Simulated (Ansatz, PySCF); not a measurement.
CH6O2Si2. Atoms are numbered in the order given.

```xyz
11

O     -0.2588    -3.2054     0.0000
C     -0.6348    -2.0546     0.0000
Si     0.6588    -0.6268     0.0000
O     -0.1569     0.8144     0.0000
Si    -0.1946     2.4757     0.0000
H     -1.7371    -1.8122     0.0000
H      1.5041    -0.7661     1.2186
H      1.5041    -0.7661    -1.2186
H     -1.6165     2.9108     0.0000
H      0.4908     3.0025     1.2150
H      0.4908     3.0025    -1.2150
```

The structure is a stationary point at B3LYP-D3(BJ)/def2-SVP. Other conformers were not sampled.

Vertical ionisation energy (IE) and electron affinity (EA) in eV. Rows of orbital energies are one-electron estimates. Where ΔSCF, EOM or ADC give a negative EA the extra electron is unbound and the value depends on the basis.

| level | IE | EA |
|---|---|---|
| −ε(HOMO), −ε(LUMO), r2SCAN/def2-TZVP (PySCF) | 5.95 | 2.73 |
| −ε(HOMO), −ε(LUMO), PBE/def2-TZVP (PySCF) | 5.68 | 2.92 |
| ΔSCF, CAM-B3LYP/def2-SVPD (Ansatz), final states of multiplicity 2 and 2 | 9.64 | -0.23 |
| ΔSCF, PBE/def2-SVPD (Ansatz), final states of multiplicity 2 and 2 | 9.04 | -0.04 |

Task: What vertical singlet–triplet gap does ΔSCF give with CAM-B3LYP/def2-SVPD (Ansatz, an electronic-structure program) and with PBE/def2-SVPD (Ansatz)? (An estimate is asked for; the answer gives what the named calculation found.)

Result: 2.52 and 2.43 eV (triplet above singlet where positive).
